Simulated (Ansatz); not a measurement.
Species: CH6BO2Si, charge 0, multiplicity 2. It need not be the lowest isomer of its formula. 
Geometry from a B3LYP-D3(BJ)/def2-TZVP (Ansatz, a first-principles code) optimisation:
```xyz
11

C     -2.2527    -0.0813     0.3477
Si    -0.6598    -0.9748     0.0643
B      0.8715     0.3664    -0.1213
O      2.1319    -0.0971    -0.3359
O      0.6826     1.7201    -0.0384
H     -2.8981     0.2423    -0.4620
H     -2.6177     0.1712     1.3375
H     -0.7642    -1.7905    -1.1731
H     -0.3933    -1.8845     1.2083
H      2.7870     0.6104    -0.4100
H     -0.2341     1.9705     0.1143
```
Charge 0, spin multiplicity 2.

Property: atomisation energy (electronic, to ground-state atoms), in kJ/mol. Valence correlation only, unless marked. UHF or UKS for open shells. Spin-orbit coupling is left out. Non-relativistic. The coupled-cluster limit lacks core correlation, which all-electron functionals hold. CBS(X,Y): correlation extrapolated as X^-3; Hartree-Fock from the larger set.

| level | program | atomisation energy (kJ/mol) |
|---|---|---|
| PBE0/STO-3G | Ansatz | 4840.6 |
| PBE0-D4/def2-TZVPD | Ansatz + dftd4 | 4123.6 |
| PBE0/def2-TZVPD | Ansatz | 4106.7 |
| BHLYP-D4/def2-TZVPD | Ansatz + dftd4 | [?] |
| B2PLYP-D4/def2-TZVPD | Ansatz + dftd4 | 4088.2 |
| CCSD(T)/CBS(cc-pV(T+d)Z,cc-pV(Q+d)Z) | Ansatz | 4130.2 |

Q: Some entries are withheld; supply them.

A: 
- BHLYP-D4/def2-TZVPD, atomisation energy (kJ/mol): 4011.2
